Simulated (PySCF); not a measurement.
# Polarisability and C₆ of Al⁺ (aluminium, charge +1)

[Ne] 3s2, closed-shell 1S. All numbers are calculated (PySCF 2.14, the non-relativistic Hamiltonian (point nucleus), in aug-cc-pwCVQZ (10s9p7d5f3g, 134 functions)). Coupled (time-dependent) response in atomic units; α is the mean over directions.

```csv
method,mean α (bohr³),C₆ (like pair),S(−4)
LC-wPBE,25.52,132.5,360.4
```

S(−4) is the Cauchy moment in α(ω) = α(0) + S(−4) ω² + …

α(iu) at LC-wPBE:

```
u (hartree)  α(iu) (bohr³)
          0          25.52
     0.0500          24.65
      0.100          22.37
      0.200          16.36
      0.300          11.36
      0.500          5.858
      0.750          3.127
       1.00          1.971
       1.50          1.048
       2.00         0.6899
       3.00         0.3982
       5.00         0.2017
```

A single London oscillator, α(iu) = α/(1 + u²/ω²), gives C₆ = (3/4) ω α². Matching the computed C₆ needs ω = 4 × 132.5 / (3 × 25.52²) = 0.271 hartree.

For an ion, C₆ is the dispersion term alone; charge-induced terms of lower order in 1/R come first.
